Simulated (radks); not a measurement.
Results of a calculation; reference values are marked as such.
Task: Er2+, 66 electrons, occupied as [Kr] 4d10 4f12 5s2 5p4 5f2 (not the ground configuration). Code: a radial shooting solver on a logarithmic mesh with Libxc functionals. Model: Dirac Kohn-Sham, PBE, spin-unpolarised, spherical densities, finite nucleus; open shells fill j = l - 1/2 first; Fermi nuclear charge, rms radius 5.2516 fm. Some entries of the table are withheld. Estimate them.

orbital  occ.  eigenvalue (hartree)  <1/r> (bohr^-1)
1s1/2       2             -2106.703            77.54
2s1/2       2             -354.6836            18.65
2p1/2       2             -337.9275            18.63
2p3/2       4             -304.2304            16.15
3s1/2       2             -80.32889            6.826
3p1/2       2             -72.96644              (1)
3p3/2       4             -65.88809              (2)
3d3/2       4             -53.28367            5.996
3d5/2       6             -51.73631            5.842
4s1/2       2             -16.75491            2.852
4p1/2       2             -13.81202            2.743
4p3/2       4             -12.22380            2.524
4d3/2       4                   (3)              (4)
4d5/2       6                   (5)              (6)
5s1/2       2              -3.02736            1.086
5p1/2       2              -2.20438           0.9692
5p3/2       2              -1.98522           0.8988
4f5/2       6              -1.27053              (7)
4f7/2       6              -1.22965              (8)
5d3/2       0                   (9)           0.6462
5d5/2       0                  (10)           0.6326
6s1/2       0              -0.80308           0.4366
5f5/2       2                  (11)           0.2539
5f7/2       0                  (12)           0.2535

Result: 
(1) 3p1/2 <1/r> (bohr^-1): 6.743
(2) 3p3/2 <1/r> (bohr^-1): 6.111
(3) 4d3/2 eigenvalue (hartree): -7.37854
(4) 4d3/2 <1/r> (bohr^-1): 2.302
(5) 4d5/2 eigenvalue (hartree): -7.09038
(6) 4d5/2 <1/r> (bohr^-1): 2.248
(7) 4f5/2 <1/r> (bohr^-1): 1.691
(8) 4f7/2 <1/r> (bohr^-1): 1.666
(9) 5d3/2 eigenvalue (hartree): -0.90964
(10) 5d5/2 eigenvalue (hartree): -0.88787
(11) 5f5/2 eigenvalue (hartree): -0.27187
(12) 5f7/2 eigenvalue (hartree): -0.27112
